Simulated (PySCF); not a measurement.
C₃H₇NOSi, SMILES N1CC=CO[SiH2]1.

Geometry optimised at B3LYP-D3(BJ)/def2-SVP. This is a generated structure with no PubChem entry under its InChIKey; it may be hypothetical. One conformer was computed; it need not be the lowest.

Calculation: B3LYP-D3(BJ)/def2-SVP (PySCF 2.14.0).

Frequencies are harmonic and unscaled.

Computed normal modes with their intensities:
| mode | ν (cm⁻¹) | IR (km/mol) | moving atoms (share of kinetic energy) |
|---|---|---|---|
| 1 | 93 | 0.8 | O 37 %, H 30 %, C 22 %, Si 10 % |
| 2 | 136 | 1.9 | N 39 %, H 36 %, C 18 % |
| 3 | 288 | 94.9 | H 88 %, N 8 % |
| 4 | 398 | 7.4 | O 29 %, Si 28 %, C 24 %, N 11 % |
| 5 | 435 | 2.5 | C 53 %, H 36 %, O 9 % |
| 6 | 470 | 10.8 | C 41 %, N 29 %, H 13 %, O 10 % |
| 7 | 662 | 2.4 | H 86 % |
| 8 | 686 | 90.0 | H 70 %, Si 19 % |
| 9 | 738 | 43.2 | H 48 %, O 18 %, C 17 %, Si 14 % |
| 10 | 761 | 9.7 | H 37 %, O 21 %, C 17 %, Si 14 %, N 10 % |
| 11 | 780 | 9.2 | H 38 %, N 21 %, Si 17 %, C 13 %, O 11 % |
| 12 | 879 | 54.1 | C 55 %, H 21 %, O 12 % |
| 13 | 900 | 100.3 | H 42 %, C 40 % |
| 14 | 917 | 103.9 | H 46 %, C 27 %, Si 16 %, N 11 % |
| 15 | 961 | 0.9 | H 77 %, C 23 % |
| 16 | 1006 | 126.5 | H 84 %, C 11 % |
| 17 | 1017 | 64.0 | H 67 %, C 29 % |
| 18 | 1080 | 26.9 | H 42 %, C 24 %, O 21 %, N 12 % |
| 19 | 1164 | 67.0 | H 66 %, C 18 %, N 10 % |
| 20 | 1237 | 5.6 | H 93 % |
| 21 | 1293 | 243.2 | H 53 %, O 22 %, C 21 % |
| 22 | 1315 | 53.3 | H 56 %, C 26 %, N 17 % |
| 23 | 1398 | 27.5 | H 75 %, C 19 % |
| 24 | 1442 | 8.9 | H 59 %, C 33 % |
| 25 | 1488 | 7.5 | H 92 % |
| 26 | 1727 | 108.6 | C 91 % |
| 27 | 2202 | 186.2 | H 96 % |
| 28 | 2251 | 146.3 | H 97 % |
| 29 | 2932 | 90.5 | H 93 % |
| 30 | 2992 | 45.6 | H 92 %, C 8 % |
| 31 | 3170 | 10.4 | H 92 %, C 8 % |
| 32 | 3194 | 15.6 | H 91 %, C 9 % |
| 33 | 3621 | 22.0 | H 93 % |
